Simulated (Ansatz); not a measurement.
Br$_{2}$Hg, charge -1, doublet, at the geometry of the source list (a state made from the parent by changing its charge; the spin is typed, not shown lowest) (core potentials on Hg) (a gas-phase anion, which may not be bound at this level); HF/def2-SV(P) (Ansatz, a quantum-chemistry and plane-wave program).

Here is a job for Ansatz.
Ansatz 0.2 input:
```yaml
crystal:
  periodic: [false, false, false]
  atoms:
    - {symbol: Hg, position_ang: [-0.00000000, 0.00000000, 0.00000000]}
    - {symbol: Br, position_ang: [-0.22500000, 1.90820000, -1.51100000]}
    - {symbol: Br, position_ang: [0.22500000, -1.90820000, 1.51100000]}
basis:
  gaussian:
    orbitals: def2-SV_P_.json
hamiltonian:
  xc: hf
total_charge: -1
magnetization: {spin_polarized: true, initial_magnetization: 1}
```
The basis file holds def2-SV(P) in the JSON format of the Basis Set Exchange.

Task: What does Ansatz print? Leave out banner, timings and long lists.

Result: 
```
Functional definition: HF
934 factors; integrals over basis functions are off by at most 1.9e-4 eV
mean field evaluation 1: about -144132.3824 eV, gradient 9.9e0 eV
mean field evaluation 2: about -144132.6120 eV, gradient 1.0e1 eV
mean field evaluation 4: about -144133.2499 eV, gradient 9.0e-1 eV
mean field evaluation 8: about -144133.2619 eV, gradient 3.3e-4 eV
mean field evaluation 16: about -144133.0458 eV, gradient 1.2e0 eV
mean field evaluation 32: about -144133.2535 eV, gradient 9.2e-1 eV
mean field -144133.26187226 eV, -5296.7996767717 hartree, gradient 5.1e-5 eV, S^2 0.759218; 0 other end points of the search recorded, 0 dependent functions left out
reference -144133.26187226 eV, -5296.7996767717 hartree; 46, 45 occupied and 43, 44 virtual orbitals, 934 factors
Total energy: -144133.26187226 eV, -5296.7996767717 hartree
```
